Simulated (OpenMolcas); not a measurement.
## Multiconfigurational calculation on Cr3+

Cr3+ with its 6 nearest oxide ions at 2.106 Å, on the Mg site of MgO (a = 4.2112 Å, distance in the model lattice 2.106 Å). The rest of the host is ab initio model potentials to 7.6 Å, with orthogonalisation functions on the cations behind the ligands, and point charges beyond; the distance is set by hand and nothing relaxes, and no local charge compensation is placed. Ligand basis ANO-RCC-VDZP.

Input, with the lattice sites abridged:

```
&GATEWAY
Basis set
Cr.ANO-RCC-VTZP.
Cr1 0.0 0.0 0.0 Angstrom
End of basis
Basis set
O.ANO-RCC-VDZP.
L1 2.106000 0.000000 0.000000 Angstrom
L2 0.000000 2.106000 0.000000 Angstrom
L3 0.000000 0.000000 2.106000 Angstrom
End of basis
Basis set
Mg.EMB-AIMP.Pascual.10s4p.1s1p.ECP.MgO.
PseudoCharge
* 3 symmetry-unique lattice sites within 7.6 angstrom
End of basis
Basis set
Mg.EMB-AIMP.Pascual.0s.0s.ECP.MgO.
PseudoCharge
* 40 symmetry-unique lattice sites within 7.6 angstrom
End of basis
Basis set
O.EMB-AIMP.Pascual.0s.0s.ECP.MgO.
PseudoCharge
* 55 symmetry-unique lattice sites within 7.6 angstrom
End of basis
Symmetry
XYZ
AngMom=0.0 0.0 0.0
AMFI
RICD
XField
997 Angstrom 0
* Evjen-weighted lattice charges
&SEWARD
&RASSCF
FileOrb=start.orb
Symmetry=1
Spin=4
nActEl=3 0 0
Inactive=18 21
Ras2=5 0
CIRoot=10 10 1
SDav=10
CIMx=300
Iter=150 100
PrWF=0.3
OrbListing=Nothing
MaxOrb=0
LevShft=1.0
>>> COPY $Project.JobIph JOB001
&RASSCF
FileOrb=start.orb
Symmetry=1
Spin=2
nActEl=3 0 0
Inactive=18 21
Ras2=5 0
CIRoot=40 40 1
SDav=40
CIMx=300
Iter=150 100
PrWF=0.3
OrbListing=Nothing
MaxOrb=0
LevShft=1.0
>>> COPY $Project.JobIph JOB002
&RASSI
NrOfJobIphs=2 10 40
1 2 3 4 5 6 7 8 9 10
1 2 3 4 5 6 7 8 9 10 11 12 13 14 15 16 17 18 19 20 21 22 23 24 25 26 27
28 29 30 31 32 33 34 35 36 37 38 39 40
IphNames
JOB001
JOB002
EJob
SpinOrbit
DIPRint=1.0
SOCoupling=1000.0
Subsets=2
Property=9
'ANGMOM' 1 'ANGMOM' 2 'ANGMOM' 3 'MLTPL  1' 1 'MLTPL  1' 2 'MLTPL  1' 3
'AMFI' 1 'AMFI' 2 'AMFI' 3
SOProperty=3
'ANGMOM' 1 'ANGMOM' 2 'ANGMOM' 3
```

Launched by
```bash
OMP_NUM_THREADS=1 MOLCAS_MEM=2457 MOLCAS_PROJECT=a pymolcas a.inp > a.log  # once for each step of the input, in one work folder
```

A driver script runs the steps one by one and writes start.orb anew before each from the orbitals found so far.

Output, cut to the results:

```
--- SEWARD ---
Basis set label: CR.ANO-RCC...6S5P3D2F1G.

      Electronic valence basis set:
      ------------------
      Associated Effective Charge  24.000000 au
      Associated Actual Charge     24.000000 au
      Nuclear Model: Point charge

      Shell  nPrim  nBasis  Cartesian Spherical Contaminant
         s      21       6        X
         p      15       5        X
         d      10       3                 X
         f       6       2                 X
         g       4       1                 X
                  Relativistic Douglas-Kroll-Hess integrals:
                    - DKH order of Hamiltonian: 2
                    - DKH order of Properties : 0
                  Atomic mean-field integrals
--- RASSCF ---
Wave function specifications:
      -----------------------------

      Number of closed shell electrons          78
      Number of electrons in active shells       3
      Max number of holes in RAS1 space          0
      Max nr of electrons in RAS3 space          0
      Number of inactive orbitals               39
      Number of active orbitals                  5
      Number of secondary orbitals             123
      Spin quantum number                      1.5
      State symmetry                             1
Orbital specifications:
      -----------------------

      Symmetry species                           1   2
                                                ag  au
      Frozen orbitals                            0   0
      Inactive orbitals                         18  21
      Active orbitals                            5   0
      RAS1 orbitals                              0   0
      RAS2 orbitals                              5   0
      RAS3 orbitals                              0   0
      Secondary orbitals                        61  62
      Deleted orbitals                           0   0
      Number of basis functions                 84  83
      Number of CSFs                            10
      Number of root(s) required                10
      Iter CI   SX   CI       RASSCF       Energy    max ROT     max BLB   max BLB  Level Ln srch  Step   QN
          iter iter root      energy       change     param      element    value   shift minimum  type update
 Nr of preliminary CI iterations:   1
      Total energies have been shifted. Add                -1000.00 au
        1   1   12    0  -506.66066110    0.00E+00  -9.44E-02   20  65 2 -4.48E-01*  1.30   0.00    SX    NO
        2   1   13    0  -508.38403060   -1.72E+00* -7.41E-02    9  22 2  1.98E-01*  0.93   0.00    SX    NO
        3   1   13    0  -508.80369800   -4.20E-01* -5.27E-02   18  21 1  8.16E-02*  0.69   0.00    SX    NO
        4   1   13    0  -508.87130388   -6.76E-02*  2.44E-02   18  21 1  3.64E-02*  0.60   0.00    SX    NO
        5   1   12    0  -508.88628088   -1.50E-02*  1.92E-02   18  21 1  1.86E-02*  0.58   1.88    LS   YES
        6   1   12    0  -508.89046588   -4.19E-03*  6.84E-03    9  46 2 -1.10E-02*  0.56   1.11    QN   YES
        7   1   11    0  -508.89130065   -8.35E-04*  3.52E-03    4  32 2 -3.85E-03*  0.56   1.53    LS   YES
        8   1   10    0  -508.89141308   -1.12E-04* -1.16E-03    7  56 1 -2.31E-03*  0.56   1.02    QN   YES
        9   1   10    0  -508.89149008   -7.70E-05* -5.14E-04    7  19 1  8.43E-04*  0.56   1.45    LS   YES
       10   1   10    0  -508.89149817   -8.09E-06* -5.31E-04    4  32 2  1.51E-03*  0.56   1.00    QN   YES
       11   1    9    0  -508.89150740   -9.23E-06* -2.96E-04    7  19 1  3.60E-04*  0.56   1.56    LS   YES
       12   1    9    0  -508.89150878   -1.38E-06* -2.35E-04    3  45 1  4.87E-04*  0.56   1.00    QN   YES
       13   1    8    0  -508.89151013   -1.35E-06*  1.65E-04   13  20 1  1.14E-04*  0.56   1.40    QN   YES
       14   1    7    0  -508.89151042   -2.91E-07* -2.30E-05    3  30 1 -4.69E-05   0.56   1.06    QN   YES
       15   1    6    0  -508.89151043   -1.61E-08*  9.51E-06    3  45 1 -1.69E-05   0.56   1.16    QN   YES
       16   1    5    0  -508.89151044   -2.26E-09   2.05E-06    1  32 2  4.64E-06   0.56   1.08    QN   YES
      Convergence after 16 iterations
       17   1    5    0  -508.89151044   -7.19E-11   2.05E-06    3  30 1  1.17E-06   0.56   1.08    QN   YES
      Natural orbitals and occupation numbers for root  1
      sym 1:   1.000000   0.000000   1.000000   1.000000   0.000000
      Natural orbitals and occupation numbers for root  2
      sym 1:   1.000000   0.000252   0.999748   0.999748   0.000252
...
--- RASSI ---
SPIN-FREE ENERGIES:
  (Shifted by EMIN (a.u.) =      -1508.9889136901)

 SF State       Relative EMIN(au)   Rel lowest level(eV)    D:o, cm**(-1)

     1             0.0000000000        0.0000000000              0.0000
     2             0.0637957333        1.7359703387          14001.5450
     3             0.0637957333        1.7359703387          14001.5450
     4             0.0637957333        1.7359703387          14001.5450
    11             0.0846212015        2.3026601991          18572.2070
    12             0.0846212015        2.3026601991          18572.2070
    13             0.0890452624        2.4230450273          19543.1761
    14             0.0890452624        2.4230450273          19543.1761
    15             0.0890452624        2.4230450273          19543.1761
     5             0.1006324185        2.7383476079          22086.2629
     6             0.1006324185        2.7383476079          22086.2629
     7             0.1006324185        2.7383476079          22086.2629
    16             0.1200958710        3.2679751329          26357.9970
    17             0.1200958710        3.2679751329          26357.9970
    18             0.1200958710        3.2679751329          26357.9970
    19             0.1344575763        3.6587770416          29510.0270
    20             0.1466695760        3.9910824821          32190.2511
    21             0.1466695760        3.9910824821          32190.2511
    22             0.1466695760        3.9910824821          32190.2511
    23             0.1513317780        4.1179474625          33213.4862
    24             0.1513317780        4.1179474625          33213.4862
    25             0.1513317780        4.1179474625          33213.4862
     8             0.1602493602        4.3606072356          35170.6693
     9             0.1602493602        4.3606072356          35170.6693
    10             0.1602493602        4.3606072356          35170.6693
...
```

Spin-orbit levels above the lowest (labels of O, the rotations of Oh):

| E (cm-1) | Degeneracy | Label | 2S+1 | g |
| --- | --- | --- | --- | --- |
| 0.0 | 4 | Γ8 | 4 |  |
| 13900 | 2 | Γ7 | 4 | 2.95 2.95 2.95 |
| 13961 | 4 | Γ8 | 4 |  |
| 14045 | 4 | Γ8 | 4 |  |
| 14070 | 2 | Γ6 | 4 | 2.38 2.38 2.38 |
| 18590 | 4 | Γ8 | 2 |  |
| 19490 | 4 | Γ8 | 2 |  |
| 19613 | 2 | Γ6 | 2 | 0.57 0.57 0.57 |
| 21962 | 2 | Γ7 | 4 | 1.42 1.42 1.42 |
| 21982 | 4 | Γ8 | 4 |  |
| 22204 | 4 | Γ8 | 4 |  |
| 22288 | 2 | Γ6 | 4 | 3.85 3.85 3.85 |
| 26342 | 4 | Γ8 | 2 |  |
| 26477 | 2 | Γ7 | 2 | 1.45 1.45 1.45 |
| 29535 | 2 | Γ6 | 2 | 2.16 2.16 2.16 |
| 32166 | 2 | Γ7 | 2 | 0.39 0.39 0.39 |
| 32214 | 4 | Γ8 | 2 |  |
| 33046 | 2 | Γ6 | 2 | 0.40 0.40 0.40 |
| 33270 | 4 | Γ8 | 2 |  |
| 35071 | 4 | Γ8 | 4 (65 %) |  |

Without dynamic correlation the repulsion within the d shell is too large (B by tens of per cent), so at a given field states of lower spin stand too high. Ligand-to-metal charge-transfer states are missing. With no ligand orbital active B as a rule stays too high, so bands that hang on it stand too high and its fall with covalency is understated. With metal d orbitals alone and no dynamic correlation 10Dq can be off by a tenth to a fifth, either way, in oxide and fluoride hosts. The distance lies 4 % over the 2.034 Å that this model takes as the normal distance (a Shannon-type radius plus a fixed donor radius, weighted with the host); by an R⁻⁵ law this alone changes a d-shell field by about -16 %. No measured value stands beside these numbers; the geometry was set by hand and not optimised.

The RASSCF and RASSI steps took 29 s on 1 thread of Arm Neoverse V2, on a shared host; the integral step is not counted.
